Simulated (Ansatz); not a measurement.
NiHg₅Te₄Cl₄, a doped nanocrystal cut from zinc blende HgTe (Ni for one cation, 4 Cl caps). Charge 0, multiplicity 3. Geometry r2SCAN-D4/def2-SVP.

```csv
atom,x (Å),y (Å),z (Å)
Te1,1.866,2.588,1.186
Te2,-2.989,0.806,-0.206
Te3,0.928,-1.958,1.364
Te4,1.223,-0.210,-3.369
Ni5,1.158,0.388,2.309
Hg6,-1.770,-1.440,1.480
Hg7,-0.850,2.304,0.612
Hg8,1.849,1.552,-1.356
Hg9,-1.184,0.444,-2.209
Hg10,1.657,-2.220,-1.288
Cl11,-0.655,0.766,3.480
Cl12,-3.805,-2.251,2.424
Cl13,-0.310,3.227,-2.083
Cl14,2.883,-3.996,-2.345
```

In the def2 sets Hg, Te take a core potential; there is no spin–orbit coupling. HSE06 is defined as in plane-wave codes, on full-range PBE exchange. Single mean-field runs in def2-TZVP are fitted with def2-universal-jkfit.

(1) Estimate the α-spin orbital energies around the gap (eV) in Ansatz with PBE-D4/def2-SVP, r2SCAN-D4/def2-TZVP, PBE0-D4/def2-TZVP, HSE06-D4/def2-TZVP, ωB97M-V/def2-TZVP.

Answers

(1) 
| orbital | PBE-D4/def2-SVP | r2SCAN-D4/def2-TZVP | PBE0-D4/def2-TZVP | HSE06-D4/def2-TZVP | ωB97M-V/def2-TZVP |
| --- | --- | --- | --- | --- | --- |
| HOMO−5 | -6.64 | -7.16 | -8.03 | -7.65 | -9.97 |
| HOMO−4 | -6.57 | -7.09 | -8.01 | -7.63 | -9.94 |
| HOMO−3 | -6.54 | -7.04 | -7.84 | -7.47 | -9.72 |
| HOMO−2 | -6.34 | -6.85 | -7.75 | -7.37 | -9.70 |
| HOMO−1 | -6.20 | -6.63 | -7.40 | -7.03 | -9.30 |
| HOMO | -6.08 | -6.47 | -7.18 | -6.82 | -9.06 |
| LUMO | -4.12 | -4.12 | -3.55 | -3.89 | -1.99 |
| LUMO+1 | -3.98 | -4.02 | -3.39 | -3.74 | -1.67 |
| LUMO+2 | -3.88 | -3.89 | -3.25 | -3.60 | -1.54 |
| LUMO+3 | -3.58 | -3.58 | -2.93 | -3.28 | -1.18 |
| LUMO+4 | -3.20 | -3.23 | -2.56 | -2.92 | -0.82 |
| LUMO+5 | -2.59 | -2.59 | -2.12 | -2.46 | -0.61 |
| β HOMO | -6.07 | -6.49 | -7.21 | -6.84 | -9.08 |
| β LUMO | -5.39 | -5.50 | -4.57 | -4.94 | -2.58 |
